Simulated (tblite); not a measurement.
C6H10S (charge +1 and doublet state).
Atom-mapped SMILES: `[CH:1]#[C:2][C@H:3]([CH2:4][CH3:5])[CH2:6][SH+:7]` (hydrogens: H8 on C1; H9 on C3; H10, H11 on C4; H12, H13, H14 on C5; H15, H16 on C6; H17 on S7)
Bond orders are those of one Lewis drawing.

Computed with GFN2-xTB (tblite), gas phase: L-BFGS steps from a force-field or distance-geometry start until the largest atomic force falls under 0.01 eV/Å.

Step 32: E = -561.5551 eV
```
atom  x, y, z in Å  |  force x, y, z in eV/Å
C1      1.7520   -0.2650   -1.8209   -0.058  -0.024   0.055
C2      1.0459   -0.4351   -0.8606    0.011   0.055  -0.017
C3      0.1909   -0.5679    0.2932    0.033  -0.005   0.010
C4     -1.0600    0.3406    0.1858   -0.014  -0.026   0.037
C5     -1.9691   -0.0632   -0.9467    0.001   0.007  -0.031
C6      0.9308   -0.1928    1.5975   -0.028  -0.078  -0.024
S7      1.4827    1.5205    1.6420    0.022  -0.014  -0.016
H8      2.3451   -0.1542   -2.6824    0.016  -0.013   0.000
H9     -0.1321   -1.6145    0.3629   -0.002   0.022   0.024
H10    -0.6858    1.3659    0.0546   -0.024   0.006   0.018
H11    -1.6150    0.3046    1.1249    0.004   0.014   0.016
H12    -2.3833   -1.0619   -0.7992    0.021  -0.011  -0.004
H13    -2.8235    0.6123   -0.9789   -0.031   0.021  -0.005
H14    -1.4523   -0.0449   -1.9027    0.041  -0.009  -0.015
H15     1.8122   -0.8300    1.7051    0.006  -0.004  -0.004
H16     0.2777   -0.3378    2.4596    0.016   0.030  -0.036
H17     2.2770    1.4352    0.5560   -0.015   0.028  -0.007
```

Step 33: E = -561.5557 eV
```
atom  x, y, z in Å  |  force x, y, z in eV/Å
C1      1.7493   -0.2630   -1.8183   -0.018  -0.017  -0.006
C2      1.0443   -0.4375   -0.8586    0.004   0.051   0.012
C3      0.1926   -0.5716    0.2967   -0.003   0.000  -0.003
C4     -1.0599    0.3346    0.1885   -0.030  -0.002   0.013
C5     -1.9667   -0.0608   -0.9488   -0.008   0.003  -0.026
C6      0.9309   -0.1928    1.5981    0.003  -0.035  -0.014
S7      1.4847    1.5219    1.6345    0.012  -0.031  -0.008
H8      2.3406   -0.1498   -2.6812    0.008  -0.015   0.012
H9     -0.1276   -1.6184    0.3673   -0.015   0.005   0.024
H10    -0.6856    1.3610    0.0631   -0.020   0.003   0.020
H11    -1.6197    0.2965    1.1239    0.004   0.005   0.044
H12    -2.3878   -1.0574   -0.8065    0.031  -0.013  -0.005
H13    -2.8189    0.6184   -0.9815   -0.013   0.018  -0.006
H14    -1.4459   -0.0418   -1.9025    0.038  -0.009  -0.019
H15     1.8118   -0.8294    1.7098    0.018  -0.009  -0.001
H16     0.2789   -0.3306    2.4612   -0.002   0.017  -0.020
H17     2.2719    1.4325    0.5444   -0.008   0.028  -0.017
```

Step 34: E = -561.5562 eV
```
atom  x, y, z in Å  |  force x, y, z in eV/Å
C1      1.7471   -0.2620   -1.8167    0.015  -0.009  -0.050
C2      1.0434   -0.4380   -0.8570   -0.008   0.039   0.031
C3      0.1936   -0.5741    0.2991   -0.034   0.005  -0.010
C4     -1.0604    0.3306    0.1906   -0.034   0.016  -0.005
C5     -1.9652   -0.0590   -0.9507   -0.010   0.002  -0.014
C6      0.9310   -0.1936    1.5982    0.027   0.006  -0.004
S7      1.4861    1.5222    1.6293    0.004  -0.036   0.001
H8      2.3377   -0.1471   -2.6802    0.003  -0.016   0.019
H9     -0.1250   -1.6208    0.3707   -0.022  -0.009   0.019
H10    -0.6858    1.3579    0.0691   -0.017  -0.001   0.021
H11    -1.6225    0.2913    1.1242    0.001  -0.004   0.053
H12    -2.3901   -1.0547   -0.8113    0.035  -0.011  -0.008
H13    -2.8160    0.6227   -0.9834    0.005   0.009  -0.010
H14    -1.4409   -0.0399   -1.9028    0.029  -0.007  -0.013
H15     1.8119   -0.8291    1.7129    0.023  -0.016   0.000
H16     0.2796   -0.3255    2.4618   -0.014   0.005  -0.004
H17     2.2683    1.4311    0.5364   -0.003   0.025  -0.026
```

Problem. Estimate the geometry and energy of step 35. (The exact step hangs on the optimiser's Hessian estimate; all steps are aligned on step 34, rigid shifts and turns removed.)

Solution. E = -561.5567 eV, largest force 0.085 eV/Å
```
atom  x, y, z in Å  |  force x, y, z in eV/Å
C1      1.7447   -0.2614   -1.8155    0.037  -0.002  -0.077
C2      1.0423   -0.4375   -0.8552   -0.020   0.021   0.040
C3      0.1940   -0.5764    0.3012   -0.056   0.010  -0.012
C4     -1.0617    0.3267    0.1929   -0.028   0.029  -0.016
C5     -1.9638   -0.0571   -0.9530   -0.005   0.001   0.005
C6      0.9316   -0.1946    1.5981    0.043   0.042   0.006
S7      1.4879    1.5217    1.6241    0.000  -0.031   0.010
H8      2.3352   -0.1449   -2.6789    0.000  -0.016   0.021
H9     -0.1225   -1.6234    0.3745   -0.027  -0.015   0.007
H10    -0.6867    1.3546    0.0757   -0.016  -0.002   0.021
H11    -1.6256    0.2862    1.1254   -0.001  -0.014   0.049
H12    -2.3916   -1.0522   -0.8164    0.034  -0.006  -0.014
H13    -2.8133    0.6273   -0.9856    0.023  -0.005  -0.017
H14    -1.4349   -0.0382   -1.9030    0.014  -0.002   0.000
H15     1.8124   -0.8295    1.7159    0.021  -0.020   0.000
H16     0.2803   -0.3201    2.4621   -0.022  -0.009   0.010
H17     2.2646    1.4307    0.5277    0.001   0.020  -0.033
```

The energy changes by -0.0005 eV. The first-order estimate −F·Δx gives -0.0007 eV and the mean of the old and new forces, exact on a quadratic surface, -0.0005 eV. The step makes an angle of 77° with the force vector and moves no atom by more than 0.009 Å.

The cost below is that of the whole relaxation. On one thread, Arm Neoverse V2 (aarch64), shared host with 96 logical CPUs at a one-minute load of 35, this took 0.48 s wall.
